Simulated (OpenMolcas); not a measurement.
Ce3+: moving or changing the point charges

Ce3+ among 6 point charges of -1 e arranged as a tetragonal octahedron (D4h), 2.68 Å from the ion, with the axial distance 2.653 Å.
```
   2.6800    0.0000    0.0000  -1.00
   0.0000    2.6800    0.0000  -1.00
  -2.6800    0.0000    0.0000  -1.00
   0.0000   -2.6800    0.0000  -1.00
   0.0000    0.0000    2.6532  -1.00
   0.0000    0.0000   -2.6532  -1.00
```

```json
{
  "Program": "OpenMolcas",
  "Method": "SS-CASPT2, IPEA 0.25 Eh, imaginary shift 0.1 Eh (closed shells correlated: 5s 5p)",
  "Basis": "ANO-RCC-VDZP [7s6p4d2f1g]",
  "Scalar Hamiltonian": "DKH2, point nucleus",
  "Active space": "1 electron in 7 orbitals (4f)",
  "State averaging": "2S+1 = 2 odd, 7 roots",
  "Spin-orbit coupling": "state interaction with AMFI integrals over the reference wave functions"
}
```

Runs around this geometry, states (labels of D4, the rotations of D4h). Energies in cm-1 above the lowest state or level, χT in cm3 K/mol.

```
R (Å)  q (e)  Ground state  First state of that spin  First gap with spin-orbit (degeneracies)  Width of lowest J  χT at 300 K
 2.68   -0.5            2E                    2B1 19                                100 (2, 2)                131        0.803
 2.68     -1           2B1                    2E 100                                230 (2, 2)                278        0.756
 2.82     -1           2B1                     2E 36                                180 (2, 2)                216        0.780
 3.06     -1            2E                    2B1 18                                110 (2, 2)                143        0.801
```

Taking the width of the lowest J multiplet as R^-n, n = -ln(143 / 278) / ln(3.06 / 2.68) = 5.0 between the shortest and longest distance.

Scaling the charges by -0.5 / -1 = 0.50 scales the width of the lowest J multiplet by 131 / 278 = 0.47; with fixed orbitals a first-order splitting would follow the charge.

The ground state changes within this set.

Point charges carry no covalency, so the field is a model and not that of real ligands. No measured value stands beside these numbers.
